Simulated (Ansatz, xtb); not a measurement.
Ligand exchange: Ge(CH3)2F2 + BH2(SH) → GeH(CH3)F2 + CH5BS

Species: Ge(CH3)2F2, singlet; BH2(SH), singlet; GeH(CH3)F2, singlet; CH5BS `BSC`, singlet. The partners trade CH3 for H: Ge–CH3 and S–H bonds give way to Ge–H and S–CH3.

Shapes, held fixed at every level: PBE0-D4/def2-TZVP. Programs: Ansatz 0.2.0, xtb 6.7.1. The zero-point and thermal change to 298 K, harmonic and unscaled (PBE0-D4/def2-TZVP), is +0.7 kJ/mol.

Problem. Estimate ΔH(298 K) of this reaction.

Solution. The highest level, CCSD(T)/def2-TZVPP, gives ΔH(298 K) = +58.3 kJ/mol; the levels span +6.2 to +59.7. The column of differences is taken from that level and isn't an error. No measured value is set beside it here. Relativity is left out for Ge. Outer-core shells of Ge are correlated, in sets that cover them unevenly.

```
                level                   kind  ΔH(298 K) (kJ/mol)  less CCSD(T)/def2-TZVPP
             GFN1-xTB         semi-empirical                +6.2                    -52.1
          HF/def2-SVP           Hartree–Fock               +59.7                     +1.4
   PBE0-D4/def2-TZVPP          global hybrid               +51.3                     -7.0
r2SCAN0-D4/def2-TZVPP          global hybrid               +54.4                     -3.9
    B2PLYP/def2-TZVPP          double hybrid               +53.3                     -5.0
     CCSD(T)/def2-SVP  coupled cluster or CI               +56.4                     -1.9
        CCSD/def2-SVP  coupled cluster or CI               +57.7                     -0.6
      CCSD/def2-TZVPP  coupled cluster or CI               +59.4                     +1.1
   CCSD(T)/def2-TZVPP  coupled cluster or CI               +58.3                      0.0
```
